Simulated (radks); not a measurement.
The numbers below are computed, except where a source is named.
Task: The tellurium ion Te4+, [Kr] 4d10 5s2. Level of theory: non-relativistic Kohn-Sham, exchange-only B88, spin-polarised, spherical densities, point nucleus (a radial shooting solver on a logarithmic mesh with Libxc functionals). Every spin shell is full or empty, so the densities are truly spherical. Functionals are evaluated on that one density, not self-consistently. Rank these exchange functionals by their error against the exact value of the orbitals, and give that value: LDA, B88, revPBE, RPBE, PW91, PW86, WC, AM05, B86b, G96, APBE, revTPSS, SCAN, MS2, TASK.

Result: Exact: -167.576 hartree. From best to worst, with 100 (|E| - |E exact|)/|E exact| (equal figures are ties): B86b 0.00, PW91 0.00, B88 +0.03, SCAN +0.16, PW86 -0.20, RPBE -0.23, revPBE -0.28, APBE +0.31, G96 +0.36, MS2 -0.59, WC -0.85, revTPSS -0.92, TASK -2.21, AM05 -4.47, LDA -4.80.
